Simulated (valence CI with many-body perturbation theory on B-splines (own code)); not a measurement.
# E1 line list for Pd32+

Level of theory: valence CI with perturbative core correlation (CI+MBPT): four valence electrons over a frozen Dirac-Fock core [Ne], a basis of 11 s, 11 p, 9 d, 7 f, 5 g, 2 h, 1 i functions for each j, with the one-electron correlation potential Σ1 (screened to all orders), the two-electron term Σ2, the three-electron term Σ3, Breit, model QED; selected single and double excitations, second order for the rest (own B-spline code, finite nucleus).

No measured spectrum was set against this ion. As an estimate, large intervals hold to a few tenths of a per cent, small ones and those within an open d or f shell to about a per cent.

Lines 51 to 100 of 235 in falling wavelength, among levels below 2562200 cm⁻¹, chosen from the strongest by gf and those to the six lowest levels. Wavelengths and rates use the calculated energies. Electric multipoles are in the length gauge, E1 and E2 with the static RPA response of the core. Weak lines are less certain than strong ones. Lines between different terms over intervals too small for the method are left out, as are lines whose strength nearly cancels. Where a level lies close to another of its J and parity, the split of strength between their lines is uncertain. The highest levels of a list are the least certain.

Levels are named by their leading jj configuration (3d3/2^4 stands for four electrons in 3d with j = 3/2), which in mixed levels can hold well under half, so a name can repeat and another be missing. Letters in brackets count levels of one name in rising energy.

| λ vac (nm) | Upper | Lower | A (s⁻¹) | log gf | Branch % |
| --- | --- | --- | --- | --- | --- |
| 11.52 | (3s 3p3/2^2 3d3/2) J=3 | (3s^2 3p3/2 3d3/2) J=2 | 2.55e+09 | -1.45 | 1.2 |
| 11.43 | (3s 3p1/2 3p3/2^2) J=2 [a] | (3s^2 3p1/2 3p3/2) J=1 | 4.92e+09 | -1.32 | 91.7 |
| 11.37 | (3s 3p1/2 3p3/2 3d3/2) J=2 [c] | (3s 3p1/2 3p3/2^2) J=2 [b] | 3.75e+09 | -1.44 | 3.5 |
| 11.20 | (3s 3p3/2^2 3d3/2) J=2 | (3s^2 3p3/2 3d3/2) J=2 | 2.93e+09 | -1.56 | 1.2 |
| 11.09 | (3s 3p1/2 3p3/2^2) J=3 | (3s^2 3p1/2 3p3/2) J=2 | 2.36e+09 | -1.52 | 49.2 |
| 11.03 | (3s^2 3p1/2 3d3/2) J=2 | (3s^2 3p1/2 3p3/2) J=2 | 5.02e+08 | -2.34 | 60.3 |
| 10.93 | (3s 3p1/2 3p3/2 3d3/2) J=2 [b] | (3s 3p1/2 3p3/2^2) J=3 | 8.22e+09 | -1.13 | 11.5 |
| 10.84 | (3s 3p1/2 3p3/2 3d3/2) J=1 [c] | (3s^2 3p1/2 3d3/2) J=1 | 5.95e+09 | -1.50 | 2.8 |
| 10.82 | (3s 3p3/2^2 3d5/2) J=5 | (3s^2 3p3/2 3d5/2) J=4 | 3.20e+10 | -0.21 | 100.0 |
| 10.68 | (3s 3p3/2^3) J=2 | (3s^2 3p3/2^2) J=2 | 7.68e+09 | -1.18 | 40.8 |
| 10.56 | (3s 3p1/2 3p3/2 3d5/2) J=3 [e] | (3s 3p3/2^3) J=2 | 2.70e+09 | -1.50 | 1.4 |
| 10.56 | (3s^2 3p1/2 3d3/2) J=2 | (3s^2 3p1/2 3p3/2) J=1 | 9.81e+06 | -4.09 | 1.2 |
| 10.46 | (3s^2 3p3/2 3d3/2) J=1 | (3s^2 3p3/2^2) J=0 | 2.12e+09 | -1.98 | 0.9 |
| 10.44 | (3s 3p1/2 3p3/2 3d5/2) J=4 [c] | (3s^2 3p1/2 3d5/2) J=3 | 2.00e+09 | -1.53 | 6.8 |
| 10.44 | (3s 3p1/2 3p3/2 3d3/2) J=3 [b] | (3s 3p1/2 3p3/2^2) J=2 [b] | 5.07e+09 | -1.24 | 5.3 |
| 10.37 | (3s 3p1/2 3p3/2 3d5/2) J=3 [d] | (3s^2 3p1/2 3d5/2) J=2 | 2.22e+10 | -0.60 | 19.1 |
| 10.36 | (3s 3p1/2 3p3/2 3d3/2) J=0 [c] | (3s 3p1/2 3p3/2^2) J=1 [b] | 1.92e+10 | -1.51 | 13.2 |
| 10.33 | (3s 3p1/2^2 3d3/2) J=1 | (3s 3p1/2^2 3p3/2) J=2 | 9.86e+08 | -2.32 | 13.2 |
| 10.16 | (3s 3p1/2^2 3d3/2) J=2 | (3s 3p1/2^2 3p3/2) J=2 | 1.52e+09 | -1.93 | 20.8 |
| 10.11 | (3s 3p3/2^2 3d3/2) J=3 | (3s 3p3/2^3) J=2 | 4.56e+09 | -1.31 | 2.2 |
| 10.11 | (3s 3p1/2 3p3/2 3d5/2) J=3 [c] | (3s^2 3p1/2 3d5/2) J=3 | 5.14e+09 | -1.26 | 3.3 |
| 10.09 | (3s 3p1/2 3p3/2 3d3/2) J=1 [d] | (3s^2 3p1/2 3d3/2) J=1 | 1.35e+10 | -1.21 | 5.3 |
| 9.932 | (3s 3p1/2 3p3/2 3d3/2) J=2 [e] | (3s 3p1/2 3p3/2^2) J=1 [b] | 2.13e+10 | -0.80 | 7.6 |
| 9.917 | (3s 3p1/2 3p3/2 3d5/2) J=4 [d] | (3s^2 3p1/2 3d5/2) J=3 | 6.83e+10 | -0.04 | 94.4 |
| 9.837 | (3s 3p1/2 3p3/2^2) J=1 [a] | (3s^2 3p1/2 3p3/2) J=2 | 3.83e+04 | -6.78 | 0.0 |
| 9.809 | (3s 3p1/2 3p3/2 3d3/2) J=2 [c] | (3s^2 3p1/2 3d3/2) J=2 | 4.19e+10 | -0.52 | 38.9 |
| 9.745 | (3s 3p1/2^2 3p3/2) J=1 | (3s^2 3p1/2^2) J=0 | 3.08e+10 | -0.88 | 82.2 |
| 9.730 | (3s 3p1/2 3p3/2 3d5/2) J=1 [c] | (3s^2 3p1/2 3d5/2) J=2 | 2.16e+10 | -1.04 | 15.9 |
| 9.667 | (3s 3p1/2 3p3/2^2) J=0 | (3s^2 3p1/2 3p3/2) J=1 | 3.45e+10 | -1.32 | 100.0 |
| 9.652 | (3s 3p1/2 3p3/2 3d3/2) J=0 [a] | (3s 3p1/2^2 3p3/2) J=1 | 1.96e+10 | -1.56 | 68.6 |
| 9.639 | (3s 3p1/2 3p3/2 3d3/2) J=1 [d] | (3s 3p1/2 3p3/2^2) J=2 [b] | 9.70e+09 | -1.39 | 3.8 |
| 9.593 | (3s 3p1/2 3p3/2 3d5/2) J=3 [e] | (3s^2 3p1/2 3d5/2) J=2 | 7.69e+10 | -0.13 | 39.9 |
| 9.560 | (3s 3p1/2 3p3/2^2) J=2 [b] | (3s^2 3p1/2 3p3/2) J=2 | 2.47e+10 | -0.77 | 53.6 |
| 9.557 | (3s 3p3/2^2 3d5/2) J=0 | (3s^2 3p1/2 3d3/2) J=1 | 5.02e+10 | -1.16 | 34.8 |
| 9.553 | (3s 3p1/2 3p3/2 3d3/2) J=2 [d] | (3s 3p1/2 3p3/2^2) J=3 | 5.96e+09 | -1.39 | 3.1 |
| 9.535 | (3s^2 3p3/2 3d3/2) J=1 | (3s^2 3p3/2^2) J=2 | 1.08e+10 | -1.36 | 4.4 |
| 9.516 | (3s 3p1/2 3p3/2 3d5/2) J=3 [d] | (3s 3p1/2 3p3/2^2) J=2 [b] | 6.86e+10 | -0.19 | 59.1 |
| 9.503 | (3s 3p1/2 3p3/2 3d3/2) J=2 [a] | (3s 3p1/2^2 3p3/2) J=1 | 7.28e+09 | -1.31 | 49.8 |
| 9.470 | (3s 3p1/2 3p3/2 3d3/2) J=2 [e] | (3s^2 3p1/2 3d3/2) J=1 | 4.61e+10 | -0.51 | 16.5 |
| 9.465 | (3s^2 3p3/2 3d3/2) J=2 | (3s^2 3p3/2^2) J=2 | 3.07e+09 | -1.69 | 1.0 |
| 9.460 | (3s 3p1/2 3p3/2 3d5/2) J=2 [e] | (3s 3p1/2 3p3/2^2) J=1 [b] | 3.10e+10 | -0.68 | 14.1 |
| 9.457 | (3s 3p1/2 3p3/2 3d5/2) J=2 [d] | (3s^2 3p1/2 3d5/2) J=2 | 3.72e+10 | -0.60 | 17.9 |
| 9.456 | (3s 3p1/2 3p3/2^2) J=1 [a] | (3s^2 3p1/2 3p3/2) J=1 | 3.74e+10 | -0.82 | 42.4 |
| 9.443 | (3s 3p3/2^2 3d3/2) J=1 [a] | (3s 3p1/2 3p3/2^2) J=1 [b] | 2.57e+10 | -0.99 | 9.5 |
| 9.422 | (3s 3p1/2 3p3/2 3d5/2) J=1 [b] | (3s 3p1/2 3p3/2^2) J=2 [b] | 1.50e+10 | -1.22 | 16.4 |
| 9.417 | (3s 3p3/2^3) J=1 | (3s^2 3p3/2^2) J=0 | 7.04e+06 | -4.55 | 0.0 |
| 9.412 | (3s 3p1/2 3p3/2 3d5/2) J=3 [b] | (3s 3p1/2 3p3/2^2) J=3 | 2.54e+10 | -0.63 | 36.8 |
| 9.404 | (3s 3p1/2 3p3/2 3d5/2) J=1 [a] | (3s 3p1/2 3p3/2^2) J=2 [a] | 2.50e+10 | -1.00 | 72.6 |
| 9.400 | (3p1/2^2 3p3/2^2) J=2 | (3s 3p1/2^2 3p3/2) J=2 | 1.49e+10 | -1.00 | 40.1 |
| 9.384 | (3s 3p1/2 3p3/2 3d5/2) J=2 [a] | (3s 3p1/2 3p3/2^2) J=2 [a] | 2.15e+10 | -0.85 | 62.8 |

Question: How does gf follow from A for the line at 11.52 nm?

Answer: gf = 1.4992 × (2J+1)_upper × A / σ², with σ = 868146 cm⁻¹ and 2J+1 = 7: gf = 0.0355.
